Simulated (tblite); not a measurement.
A geometry optimisation, step by step.

Species: C₆H₁₁B.
SMILES with atom numbers: `[BH2:1][C@H:2]1[C@@H:3]2[CH2:4][CH2:5][C@H:6]1[CH2:7]2` (hydrogens: H8, H9 on B1; H10 on C2; H11 on C3; H12, H13 on C4; H14, H15 on C5; H16 on C6; H17, H18 on C7)

Computed with GFN2-xTB (tblite), gas phase: L-BFGS steps from a force-field or distance-geometry start until the largest atomic force falls under 0.01 eV/Å. 5 of its 123 geometries are shown.

Step 0: E = -534.4174 eV, largest atomic force 3.211 eV/Å
```
atom  x, y, z in Å  |  force x, y, z in eV/Å
B1      2.290    0.586   -0.209    0.226   0.543   0.725
C2      0.737    0.651    0.060    1.912   2.491   0.670
C3     -0.169    0.131   -0.997   -0.552   0.232  -1.264
C4     -1.514    0.501   -0.402   -0.224   0.244   0.076
C5     -1.299   -0.090    1.013   -0.879  -0.111  -0.289
C6      0.139   -0.466    0.877    0.905  -1.006   0.342
C7      0.081   -1.229   -0.442   -0.943  -1.836   0.555
H8      2.953    1.427    0.328   -0.188  -0.410  -0.352
H9      2.834   -0.256   -0.809   -0.129   0.055  -0.077
H10     0.432    1.654    0.436    0.357  -0.255  -0.095
H11     0.008    0.341   -2.032   -0.052   0.221  -0.627
H12    -2.353    0.021   -0.922    0.075   0.542   0.100
H13    -1.574    1.597   -0.319   -0.539  -0.379  -0.425
H14    -1.521    0.625    1.800   -0.135  -0.233   0.130
H15    -1.892   -1.014    1.046   -0.147   0.402   0.797
H16     0.678   -0.895    1.706   -0.014   0.004   0.464
H17    -0.844   -1.837   -0.416    0.885  -0.615  -0.717
H18     1.004   -1.742   -0.730   -0.555   0.111  -0.013
```

Step 30: E = -534.9366 eV, largest atomic force 0.031 eV/Å
```
atom  x, y, z in Å  |  force x, y, z in eV/Å
B1      2.321    0.598   -0.146    0.004  -0.004   0.005
C2      0.782    0.674    0.100   -0.014   0.004  -0.011
C3     -0.172    0.152   -1.009   -0.022  -0.013  -0.017
C4     -1.543    0.476   -0.413   -0.005   0.000   0.009
C5     -1.306   -0.045    1.023   -0.002   0.011   0.004
C6      0.137   -0.524    0.866   -0.002  -0.014  -0.003
C7      0.069   -1.263   -0.474    0.008  -0.008  -0.002
H8      3.025    1.393    0.347    0.011   0.005   0.021
H9      2.798   -0.229   -0.820    0.020  -0.010  -0.017
H10     0.476    1.640    0.512    0.003   0.011   0.007
H11    -0.011    0.406   -2.052   -0.002   0.000  -0.024
H12    -2.348   -0.055   -0.922    0.012   0.004  -0.001
H13    -1.761    1.543   -0.443   -0.016  -0.007   0.008
H14    -1.401    0.738    1.775   -0.017   0.013   0.013
H15    -1.978   -0.861    1.289    0.010   0.005  -0.004
H16     0.619   -0.955    1.740   -0.002  -0.004   0.013
H17    -0.733   -1.989   -0.603    0.005   0.015   0.008
H18     1.015   -1.693   -0.782    0.007  -0.007  -0.010
```

Step 61: E = -534.9425 eV, largest atomic force 0.044 eV/Å
```
atom  x, y, z in Å  |  force x, y, z in eV/Å
B1      2.319    0.579   -0.125    0.012   0.008  -0.042
C2      0.772    0.692    0.047    0.005   0.002   0.009
C3     -0.193    0.144   -1.032    0.004   0.023   0.010
C4     -1.558    0.462   -0.416   -0.011  -0.002  -0.009
C5     -1.290   -0.025    1.026    0.013  -0.004   0.004
C6      0.153   -0.494    0.854    0.014   0.000   0.006
C7      0.076   -1.257   -0.472   -0.004   0.001  -0.018
H8      3.013    1.171    0.608    0.006  -0.003   0.005
H9      2.805   -0.093   -0.948    0.023   0.009  -0.026
H10     0.476    1.665    0.450    0.000   0.006  -0.002
H11    -0.059    0.369   -2.088    0.005   0.020   0.026
H12    -2.364   -0.087   -0.902   -0.022  -0.035  -0.004
H13    -1.797    1.524   -0.459    0.019   0.019  -0.010
H14    -1.379    0.775    1.760   -0.024  -0.015   0.017
H15    -1.945   -0.845    1.324   -0.025   0.016  -0.006
H16     0.655   -0.903    1.726   -0.012  -0.003   0.020
H17    -0.717   -1.996   -0.574   -0.016  -0.017  -0.003
H18     1.024   -1.673   -0.793    0.012  -0.025   0.024
```

Step 92: E = -534.9555 eV, largest atomic force 0.022 eV/Å
```
atom  x, y, z in Å  |  force x, y, z in eV/Å
B1      2.326    0.593   -0.177    0.017   0.013   0.006
C2      0.779    0.658    0.053    0.004  -0.001  -0.001
C3     -0.183    0.110   -1.020   -0.001  -0.006  -0.001
C4     -1.556    0.447   -0.434    0.001  -0.003  -0.001
C5     -1.314   -0.001    1.026    0.003  -0.003  -0.003
C6      0.134   -0.475    0.894    0.004  -0.005  -0.004
C7      0.078   -1.276   -0.413    0.003  -0.001   0.000
H8      3.042    0.696    0.744   -0.015  -0.002  -0.010
H9      2.781    0.475   -1.249   -0.008   0.008   0.009
H10     0.527    1.660    0.423    0.010   0.001   0.001
H11    -0.031    0.308   -2.078   -0.009  -0.004   0.000
H12    -2.355   -0.118   -0.915   -0.007   0.004   0.004
H13    -1.790    1.508   -0.514    0.003  -0.002   0.000
H14    -1.421    0.815    1.741    0.008   0.003  -0.006
H15    -1.978   -0.810    1.330   -0.006   0.001  -0.004
H16     0.616   -0.864    1.787   -0.006  -0.005   0.004
H17    -0.706   -2.027   -0.512    0.001   0.007   0.002
H18     1.042   -1.690   -0.699   -0.002  -0.005   0.002
```

Step 122: E = -534.9589 eV, largest atomic force 0.004 eV/Å
```
atom  x, y, z in Å  |  force x, y, z in eV/Å
B1      2.330    0.622   -0.190   -0.001  -0.002  -0.001
C2      0.786    0.629    0.055   -0.001   0.001   0.001
C3     -0.177    0.077   -1.018    0.000   0.000   0.000
C4     -1.549    0.436   -0.445    0.000   0.000   0.000
C5     -1.318    0.014    1.025    0.001   0.000   0.000
C6      0.127   -0.476    0.909    0.001   0.000   0.001
C7      0.070   -1.300   -0.385    0.001   0.000   0.000
H8      3.064    0.393    0.693   -0.004   0.000  -0.002
H9      2.760    0.902   -1.242    0.004   0.001   0.000
H10     0.545    1.649    0.387   -0.001   0.000   0.001
H11    -0.018    0.256   -2.078   -0.001   0.000   0.001
H12    -2.352   -0.129   -0.918   -0.001   0.001   0.001
H13    -1.773    1.498   -0.546   -0.002   0.000  -0.001
H14    -1.417    0.846    1.722    0.002   0.001  -0.001
H15    -1.995   -0.779    1.341    0.000   0.000  -0.002
H16     0.596   -0.859    1.812    0.001   0.000   0.002
H17    -0.720   -2.045   -0.473    0.000   0.001  -0.002
H18     1.032   -1.728   -0.660    0.001  -0.001   0.002
```

Task: Summarise the path.

Result: The energy falls by 52.25 kJ/mol from step 0 to step 122; nine tenths of that is first reached at step 12. It rises by more than 0.2 meV at steps 81, 87, 90, 93, 96, 99, 102 and 105 and others. The largest force goes from 3.211 to 0.004 eV/Å. Among the bonds C2–C3 changes most, from 1.486 to 1.544 Å; the atoms move by 0.424 Å rms after alignment.

Task: Follow the three bonds and two angles with the largest change from start to end.

Result: 
| step | E above end (kJ/mol) | largest force (eV/Å) | C2–C3 (Å) | C3–C7 (Å) | C5–C6 (Å) | C6–C7–H17 (°) | H12–C4–H13 (°) |
| --- | --- | --- | --- | --- | --- | --- | --- |
| 0 | 52.25 | 3.211 | 1.486 | 1.491 | 1.493 | 106.6 | 115.4 |
| 5 | 9.99 | 0.285 | 1.551 | 1.536 | 1.531 | 115.5 | 108.1 |
| 11 | 5.34 | 0.186 | 1.556 | 1.535 | 1.536 | 116.6 | 108.4 |
| 16 | 3.16 | 0.102 | 1.556 | 1.531 | 1.527 | 117.6 | 108.3 |
| 21 | 2.52 | 0.064 | 1.554 | 1.533 | 1.530 | 117.4 | 108.3 |
| 27 | 2.23 | 0.042 | 1.554 | 1.532 | 1.529 | 117.5 | 108.3 |
| 32 | 2.13 | 0.021 | 1.553 | 1.532 | 1.529 | 117.2 | 108.4 |
| 37 | 2.10 | 0.020 | 1.554 | 1.533 | 1.529 | 117.1 | 108.3 |
| 42 | 2.06 | 0.022 | 1.553 | 1.533 | 1.529 | 117.2 | 108.4 |
| 48 | 1.93 | 0.042 | 1.551 | 1.533 | 1.529 | 116.9 | 108.0 |
| 53 | 1.76 | 0.040 | 1.550 | 1.533 | 1.528 | 117.4 | 108.5 |
| 58 | 1.67 | 0.033 | 1.548 | 1.532 | 1.527 | 117.2 | 108.3 |
| 64 | 1.43 | 0.065 | 1.548 | 1.534 | 1.528 | 116.9 | 108.2 |
| 69 | 1.06 | 0.079 | 1.546 | 1.534 | 1.529 | 117.1 | 108.2 |
| 74 | 0.79 | 0.047 | 1.545 | 1.535 | 1.528 | 117.5 | 108.4 |
| 80 | 0.60 | 0.055 | 1.544 | 1.535 | 1.529 | 117.4 | 108.3 |
| 85 | 0.49 | 0.031 | 1.544 | 1.534 | 1.529 | 117.6 | 108.3 |
| 90 | 0.43 | 0.202 | 1.542 | 1.536 | 1.529 | 117.6 | 108.4 |
| 95 | 0.30 | 0.035 | 1.542 | 1.536 | 1.529 | 117.5 | 108.3 |
| 101 | 0.19 | 0.030 | 1.543 | 1.536 | 1.529 | 117.5 | 108.3 |
| 106 | 0.14 | 0.018 | 1.543 | 1.536 | 1.529 | 117.6 | 108.2 |
| 111 | 0.57 | 0.403 | 1.544 | 1.536 | 1.530 | 117.5 | 108.3 |
| 117 | 0.05 | 0.120 | 1.544 | 1.536 | 1.530 | 117.5 | 108.3 |
| 122 | 0.00 | 0.004 | 1.544 | 1.536 | 1.530 | 117.5 | 108.3 |

What follows is the cost of the whole relaxation. The run took 0.72 s on Arm Neoverse V1, one thread, shared host with 32 logical CPUs at a one-minute load of 25.
